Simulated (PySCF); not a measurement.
Ge(NH2)H3.
Z-matrix (Å and degrees, PBE0-D3(BJ)/def2-SVP geometry), rows numbered from 1:
```
Ge
N   1  1.8389
H   2  1.0170  1  113.74
H   2  1.0170  1  113.99  3  -124.34
H   1  1.5381  2  106.81  3   -56.36
H   1  1.5382  2  107.15  3  -174.97
H   1  1.5504  2  115.05  3    64.27
```

Computed at PBE0/pcSseg-1 (pcSseg-2 on Ge) (PySCF, non-relativistic), with Q(73Ge) = −0.196 b, Q(14N) = 0.02044 b: Ge1, 73Ge (I = 9/2): χzz = -23.48 MHz, η = 0.209; N2, 14N (I = 1): χzz = -4.514 MHz, η = 0.164.

(1) Where would the pure quadrupole (NQR) lines of 73Ge at Ge1 fall for the rigid, isolated species?

(2) Find the zero-field quadrupole resonance frequencies of 14N at N2.

Results:

(1) From the eigenvalues of H = χ/[4I(2I − 1)] × [3Iz² − I(I + 1) + η(Ix² − Iy²)], steps between neighbouring levels, labelled as for η = 0: ±1/2↔±3/2 1.303 MHz, ±3/2↔±5/2 1.874 MHz, ±5/2↔±7/2 2.910 MHz, ±7/2↔±9/2 3.899 MHz (germanium bonded to N and 3 H).

(2) From ν± = (3/4)|χ|(1 ± η/3) and ν0 = |χ|η/2: ν+ 3.571 MHz, ν− 3.201 MHz, ν0 0.370 MHz (nitrogen bonded to Ge and 2 H).

In a crystal, neighbours and librations shift these lines. The calculation is non-relativistic, for germanium too. The small basis limits the accuracy of the gradients.
